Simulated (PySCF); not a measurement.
**Computed data sheet: `FC(F)[C@H]1CCO[SiH2]O1`**

Compound: C4H8F2O2Si.
Structure used (PBE0-D3(BJ)/def2-SVP), in Å, numbered top down from 1:
```
atom  x, y, z in Å
F1     1.1463   -0.0035    1.7988
C2     1.5003   -0.8078    0.7629
F3     1.4696   -2.0831    1.2026
C4     0.5366   -0.6303   -0.4014
C5    -0.8927   -1.0830   -0.0969
C6    -1.6559   -0.1876    0.8724
O7    -1.6892    1.1535    0.4328
Si8   -0.3372    1.9089   -0.1595
O9     0.6096    0.7030   -0.8357
H10    2.5340   -0.5497    0.4766
H11    0.9326   -1.2674   -1.2115
H12   -1.4359   -1.1087   -1.0554
H13   -0.8668   -2.1132    0.2899
H14   -2.6976   -0.5381    0.9466
H15   -1.2185   -0.2471    1.8835
H16   -0.7393    2.8437   -1.2396
H17    0.4137    2.6368    0.9011
```

Among its groups: C–F bond and Si–H bond.

PBE0-D3(BJ)/def2-SVP geometry optimisation, gas phase (PySCF):

* Point group: C1
* Rotational constants A, B, C: 2.346, 1.122, 1.010 GHz

CAM-B3LYP/def2-SVPD ground state, ΔSCF and vertical TDDFT (core frozen in the response) (PySCF):

* Dipole moment: 1.47 D
* HOMO energy: -9.43 eV
* LUMO energy: 1.06 eV
* HOMO–LUMO gap: 10.49 eV
* Lowest singlet excitation: 7.29 eV (170 nm, f = 0.001)
* Strongest line among the 10 lowest singlet transitions: S8 at 8.62 eV (144 nm, f = 0.063)
* Lowest triplet excitation (Tamm–Dancoff): 6.90 eV
* Static isotropic polarisability: 76.3 au
* Vertical ionisation energy: 10.24 eV
* Electronic spatial extent ⟨r²⟩ about the centre of nuclear charge: 1253 bohr²

**KT3/pcSseg-1 ground state and GIAO shieldings, non-relativistic (PySCF)**

- 13C chemical shifts (computed TMS as zero) by class: 118.7 (C2), 73.1 (C4), 65.0 (C6), 31.7 (C5) ppm
- 1H chemical shifts (computed TMS as zero) by class: 6.10 (H10), 5.22 (H17), 4.81 (H16), 4.67 (H15), 3.97 (H14), 3.89 (H11), 2.29 (H12), 1.77 (H13) ppm
- Isotropic shieldings of nuclei other than C and H, by class: 276 (O9), 281 (O7), 305 (F1), 305 (F3), 397 (Si8) ppm

Monoisotopic mass (most abundant isotopes): 154.0262 u.

With B = h/(8π²I), that is 505.379 GHz u Å² over I, the principal moments of inertia are 215.4, 450.3 and 500.5 u Å² (most abundant isotopes). In atomic units the dipole is 0.58 e·bohr (1 au = 2.5417 D). The rotational constants make it an asymmetric top with κ = (2B − A − C)/(A − C) = -0.83, nearer the prolate limit (−1). In wavenumbers S1 is 58800 cm⁻¹ (1 eV = 8065.54 cm⁻¹). The ΔSCF ionisation energy exceeds −ε(HOMO) by 0.81 eV with CAM-B3LYP. The largest Löwdin shares of the HOMO are 0.28 on O7, 0.14 on Si8, 0.12 on H17 and 0.11 on O9. The principal polarisabilities are 70.0, 75.2 and 83.7 au; their mean is the isotropic value.

One conformer stands for the species.
